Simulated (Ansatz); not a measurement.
```xyz
9

S     0.0000    0.0000    1.1893
C     0.0000    1.2350   -0.0031
C     0.0000   -1.2350   -0.0031
C     0.0000    0.7120   -1.2695
C     0.0000   -0.7120   -1.2695
H     0.0000    2.2833    0.2931
H     0.0000   -2.2833    0.2931
H     0.0000    1.3256   -2.1717
H     0.0000   -1.3256   -2.1717
```

Basis set: 6-31G* (spherical functions). Frozen core: 9 orbitals. Charge 0, multiplicity 1.

Computed with Ansatz (development build ahead of 0.2.0); each method stands on the lowest determinant of its kind that the runs found. Restricted open shells among the atoms or ions are ROHF, correlated in semicanonical orbitals with singles.

Q: Give the atomization energy at this shape (free ground-state atoms in the same class of orbitals less the molecule, no zero-point energy) of singlet C4H4S by RHF-MP2, RHF.

A:

```tsv
method	atomization energy
RHF-MP2	3799.4 kJ/mol
RHF	2926.6 kJ/mol
```
